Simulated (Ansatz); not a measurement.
Program: Ansatz. Geometries: PBE0-D4/def2-TZVP. ΔE: electronic, gas phase. CBS: MP2 limit from def2 TZ/QZ plus the TZ coupled-cluster correction, frozen cores. Functionals use def2-TZVPP. B3LYP here is the variant with VWN-RPA as its local correlation; programs differ in this. Each species was taken in one conformer, which may not be the lowest.

`C[O][Al]1[CH2][NH]1` + `ClB1C[SiH2]1` → `[Cl][Al]1[CH2][NH]1` + `COB1C[SiH2]1`  (redistribution)

| level | ΔE (eV) |
| --- | --- |
| B3LYP-D4 | -0.86 |
| HF/def2-TZVPP | -0.94 |

Q: What does CCSD(T)/CBS give? (Best estimate.)

A: Ansatz gave: -0.85 eV. The listed levels differ from it by -0.01, -0.09 eV.

Largest T1 diagnostic among the species: 0.014.

In def2-TZVPP, CCSD(T) changes the Hartree–Fock value by +0.08 eV (the triples alone add +0.01 eV) and MP2 by +0.13 eV.
